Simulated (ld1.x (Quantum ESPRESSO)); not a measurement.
## Before and after: TM potential for Br (Z = 35)

- Element: Br (Z = 35)
- Generator: ld1.x (Quantum ESPRESSO) 7.5
- Type: norm-conserving Troullier–Martins (Kleinman–Bylander form)
- Functional: PBE
- Relativity: scalar-relativistic
- Frozen core: [Ar] 3d10
- Valence charge: 7
- Reference configuration: 4s1.5 4p5.5
- Partial waves: 4p (bound): rc 1.15 bohr; 4d channel at 0.35 Ry: rc 0.95 bohr; 4s (bound): rc 1.25 bohr
- Local potential: the s channel
- Core correction: a·sin(br)/r model core, default radius (core density twice the valence density)

Change: reference 4s2 4p5.

Cutoffs: the cutoffs (Ry, on a coarse ladder) from which the occupation-weighted sum of valence levels, in a spherical-Bessel basis at the reference potential, stays within 10 and 1 mRy of its value at 400 Ry; they do not see the model core or the augmentation charge, which bear on the density cutoff. Errors are all-electron minus pseudo energies relative to the spin-unpolarised reference configuration.

Q: What does the change do?

A: The potential gets softer (100 Ry and 300 Ry → 100 Ry and 230 Ry); both files keep a bound ghost (p); the number of tests with a reliable result goes from 7 to 6.

```tsv
quantity	base	changed
cutoff, loose	100 Ry	100 Ry
cutoff, tight	300 Ry	230 Ry
bound ghosts	p	p
tests with a reliable result	7 of 7	6 of 7
s: phases at 1.35 bohr within 0.05 rad from the reference energy up to (Ry; the scan ends near 5)	to the end of the scan	to the end of the scan
p: phases at 1.35 bohr within 0.05 rad from the reference energy up to (Ry; the scan ends near 5)	1.2	1.3
d: phases at 1.35 bohr within 0.05 rad from the reference energy up to (Ry; the scan ends near 5)	2.3	2.3
```

 A true bound ghost makes a file unfit for plane-wave use even where its test errors are small: the radial tests pick states by their node count and pass the ghost by.
